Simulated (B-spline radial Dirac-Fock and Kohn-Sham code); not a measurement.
**Magnetic form factor of the 4d shell of Tl⁴⁴⁺**

System: thallium as Tl⁴⁴⁺, configuration [Kr] 4d1.

The run's input, task.json:

```json
{"items": [{
  "Z": 81,
  "q": 44,
  "cfg": [[1, 0, 2], [2, 0, 2], [2, 1, 6], [3, 0, 2], [3, 1, 6], [3, 2, 10], [4, 0, 2], [4, 1, 6], [4, 2, 1]],
  "A": 205,
  "rrms": 5.4759,
  "do": ["scatter"],
  "s": [0.0, 0.04, 0.05, 0.06, 0.08, 0.09, 0.12, 0.15, 0.19, 0.24, 0.31, 0.39, 0.49, 0.62, 0.79, 1.0, 1.26, 1.6, 2.02, 2.55, 3.23, 4.09, 5.17],
  "pz": [0, 0.1, 0.2, 0.3, 0.4, 0.5, 0.6, 0.8, 1.0, 1.2, 1.4, 1.6, 1.8, 2.0, 2.5, 3.0, 4.0, 5.0, 7.0, 10.0, 15.0, 20.0, 30.0, 40.0, 60.0, 100.0],
  "hv_scatter": [1000, 2000, 10000, 17479.3, 30000, 50000, 100000, 500000]
}]}
```

Launch: `python xray_run.py task.json out`

Calculated with a radial B-spline solver, using Dirac-Fock densities. ⟨j_K⟩ is the integral of the 4d radial density with the spherical Bessel function j_K(4πsr), s = sin θ/λ.

| s (Å⁻¹) | ⟨j0⟩ | ⟨j2⟩ | ⟨j4⟩ |
| --- | --- | --- | --- |
| 0 | 1.0000 | 0.0000 | 0.0000 |
| 0.04 | 0.9982 | 0.0007 | 0.0000 |
| 0.05 | 0.9972 | 0.0011 | 0.0000 |
| 0.06 | 0.9960 | 0.0016 | 0.0000 |
| 0.08 | 0.9929 | 0.0029 | 0.0000 |
| 0.09 | 0.9910 | 0.0036 | 0.0000 |
| 0.12 | 0.9840 | 0.0064 | 0.0000 |
| 0.15 | 0.9751 | 0.0099 | 0.0000 |
| 0.19 | 0.9603 | 0.0158 | 0.0001 |
| 0.24 | 0.9373 | 0.0248 | 0.0002 |
| 0.31 | 0.8973 | 0.0403 | 0.0006 |
| 0.39 | 0.8418 | 0.0613 | 0.0015 |
| 0.49 | 0.7605 | 0.0910 | 0.0035 |
| 0.62 | 0.6417 | 0.1317 | 0.0082 |
| 0.79 | 0.4789 | 0.1811 | 0.0189 |
| 1 | 0.2926 | 0.2234 | 0.0394 |
| 1.26 | 0.1190 | 0.2354 | 0.0719 |
| 1.6 | 0.0073 | 0.1906 | 0.1113 |

Radial moments of the shell: ⟨r²⟩ = 0.1519, ⟨r⁴⟩ = 0.03357, ⟨r⁶⟩ = 0.009688 in powers of bohr.
